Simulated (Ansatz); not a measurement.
Li2Si4⁺. Charge 1, multiplicity 2. Geometry B3LYP-D4/def2-SVP, that of the neutral singlet; atoms count from 1.

Cartesian coordinates in Å:
```
Li -0.040 -1.414 -1.723
Li 0.283 -0.856 2.535
Si -1.277 1.586 -0.395
Si 1.285 0.340 0.659
Si -0.981 -0.563 0.393
Si 0.730 0.907 -1.469
```

The structure comes from a short search, and lower isomers may exist.

(1) Estimate the Mulliken populations from the PBE0/def2-TZVP orbitals of Ansatz.

(2) Where does the spin sit?

(3) And the Mayer bond orders between bonded heavy atoms (over 0.3)?

Results:

(1) 
```
atom  charge (e)  spin (α − β)
 Li1        0.79          0.02
 Li2        0.80         -0.01
 Si3        0.19          0.32
 Si4       -0.10          0.32
 Si5       -0.50          0.20
 Si6       -0.18          0.15
```
Mulliken values and Mayer orders depend strongly on the basis.

(2) Summed by element: Li 0.01, Si 0.99, of 1 unpaired in all. Largest on single atoms: Si3 0.32, Si4 0.32, Si5 0.20.

(3) Si3–Si5 1.18 (2.31 Å); Si3–Si6 1.02 (2.38 Å); Si4–Si5 1.00 (2.45 Å); Si4–Si6 1.16 (2.27 Å). Values over 0.3 also appear between atoms too far apart for a bond (Si3–Si4 0.50 at 3.04 Å; Si5–Si6 0.65 at 2.92 Å); they arise where an orbital or an unpaired electron spreads over both atoms.
